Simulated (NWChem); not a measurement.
System: CHBFNO; SMILES FBN=C=O

Output (shortened):

```
             Northwest Computational Chemistry Package (NWChem) 7.3.0
             --------------------------------------------------------

                             Geometry "geometry" -> ""
                             -------------------------

 Output coordinates in angstroms (scale by  1.889725989 to convert to a.u.)

  No.       Tag          Charge          X              Y              Z
 ---- ---------------- ---------- -------------- -------------- --------------
    1 B                    5.0000    -0.45235000    -1.32233900     0.00000000
    2 F                    9.0000     0.44114000    -2.30843200     0.00000000
    3 H                    1.0000    -1.63552400    -1.59625300     0.00000000
    4 N                    7.0000     0.01774700     0.01842700     0.00000000
    5 C                    6.0000    -0.04625400     1.23074500     0.00000000
    6 O                    8.0000    -0.03833700     2.40825400     0.00000000

 Effective nuclear repulsion energy (a.u.)     133.0294485953

                              NWChem Property Module
                              ----------------------

  itol2e modified to match energy
  convergence criterion.

                                 NWChem DFT Module
                                 -----------------

 Summary of "ao basis" -> "ao basis" (spherical)
 ------------------------------------------------------------------------------
       Tag                 Description            Shells   Functions and Types
 ---------------- ------------------------------  ------  ---------------------
 B                           6-31g*                  6       14   3s2p1d
 F                           6-31g*                  6       14   3s2p1d
 H                           6-31g*                  2        2   2s
 N                           6-31g*                  6       14   3s2p1d
 C                           6-31g*                  6       14   3s2p1d
 O                           6-31g*                  6       14   3s2p1d

  itol2e modified to match energy
  convergence criterion.

[...]

          -----------------------
          Electric field gradient
          -----------------------

 1 a.u. = 0.324123 10**(16) esu/cm**3  ( or statvolts/cm**2 ) = 0.97174 10**(22) v/m**2

 ------------------------------------------------------------
   Atom      X         Y         Z
 ------------------------------------------------------------
    1 B   -0.85482  -2.49886   0.00000
 ------------------------------------------------------------

 Electric field gradient in molecular frame (a.u.)
         XX             YY             ZZ             XY             XZ             YZ
 ------------------------------------------------------------------------------------------
        0.242339       0.104896      -0.347235       0.061097      -0.000000       0.000000

 Principal components (a.u.) and orientation
 of principal axis w.r.t. absolute frame                      Asymmetry parameter eta
 --------------------------------------------------------------------------------------
       -0.347235       0.265571       0.081664                       0.529633

        0.000000       0.934706      -0.355421
       -0.000000       0.355421       0.934706
        1.000000      -0.000000       0.000000

 ------------------------------------------------------------
   Atom      X         Y         Z
 ------------------------------------------------------------
    2 F    0.83363  -4.36230   0.00000
 ------------------------------------------------------------

 Electric field gradient in molecular frame (a.u.)
         XX             YY             ZZ             XY             XZ             YZ
 ------------------------------------------------------------------------------------------
        0.123775      -0.149501       0.025726       1.236331      -0.000000       0.000000

 Principal components (a.u.) and orientation
 of principal axis w.r.t. absolute frame                      Asymmetry parameter eta
 --------------------------------------------------------------------------------------
       -1.256721       1.230996       0.025726                       0.959059

       -0.667139       0.744933      -0.000000
        0.744933       0.667139       0.000000
       -0.000000       0.000000       1.000000

 ------------------------------------------------------------
   Atom      X         Y         Z
 ------------------------------------------------------------
    3 H   -3.09069  -3.01648   0.00000
 ------------------------------------------------------------

 Electric field gradient in molecular frame (a.u.)
         XX             YY             ZZ             XY             XZ             YZ
 ------------------------------------------------------------------------------------------
       -0.169810       0.080663       0.089147      -0.060259      -0.000000       0.000000

 Principal components (a.u.) and orientation
 of principal axis w.r.t. absolute frame                      Asymmetry parameter eta
 --------------------------------------------------------------------------------------
       -0.183553       0.094406       0.089147                       0.028652

        0.974965      -0.222357       0.000000
        0.222357       0.974965      -0.000000
       -0.000000       0.000000       1.000000

 ------------------------------------------------------------
   Atom      X         Y         Z
 ------------------------------------------------------------
    4 N    0.03354   0.03482   0.00000
 ------------------------------------------------------------

[...]
```

Level: B3LYP/6-31G* (spherical d). Structure relaxed at the PBE-D3(BJ)/def2-SVP level. B3LYP is NWChem's, with the RPA form of VWN correlation. NWChem prints the field gradient with the sign opposite to the second derivative of the potential.

Problem. Reconstruct the input file.

Solution. This is not unique; one that fits is the input that was run:
```
start job
memory heap 200 mb stack 900 mb global 1100 mb
geometry units angstroms noautosym nocenter noautoz
  B     -0.452350    -1.322339     0.000000
  F      0.441140    -2.308432     0.000000
  H     -1.635524    -1.596253     0.000000
  N      0.017747     0.018427     0.000000
  C     -0.046254     1.230745     0.000000
  O     -0.038337     2.408254     0.000000
end
basis spherical
  * library 6-31g*
end
dft
  xc b3lyp
  iterations 150
end
property
  efieldgrad
end
task dft property
```
